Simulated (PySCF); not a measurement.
Species: TaS(NH2)3 (singlet state).
Bonds: Ta1–S2, Ta1–N3, Ta1–N6, Ta1–N9. Hydrogens: H4, H5 on N3; H7, H8 on N6; H10, H11 on N9.

A GFN2-xTB structure was refined with PBE0-D3(BJ)/def2-SVP geometry optimisation, gas phase, def2 core potentials past Kr in PySCF 2.14.0. Its GFN2-xTB values:

| coordinate | GFN2-xTB |
| --- | --- |
| Ta1–S2 | 2.242 Å |
| Ta1–N3 | 1.992 Å |
| N3–H4 | 1.015 Å |
| S2–Ta1–N3 | 104.4° |
| N3–Ta1–N6 | 114.0° |

Q: How do these coordinates change at the PBE0-D3(BJ)/def2-SVP level?

A: 
```csv
coordinate,PBE0-D3(BJ)/def2-SVP (Å or °),change
Ta1–S2,2.173,-0.069
Ta1–N3,1.981,-0.011
N3–H4,1.017,+0.002
S2–Ta1–N3,109.4,+5.0
N3–Ta1–N6,109.5,-4.5
```

The energy falls by 4.7 kcal/mol over 6 energy and gradient evaluations, the largest force component goes from 0.0633 to 4.3e-04 Eh/bohr, and the atoms move by 0.108 Å rms after alignment. The bond that changes most is Ta1–S2 (ends: tantalum bonded to 3 N and S; sulfur bonded to Ta), which shortens by 0.069 Å. Bonds longer at the end by more than 0.005 Å: 0 of 10; shorter: 4. Rotational constants go from 2593, 1899, 1898 to 2767, 1919, 1917 MHz.

The run used 122 basis functions and 44 SCF cycles in all.

No frequency check.
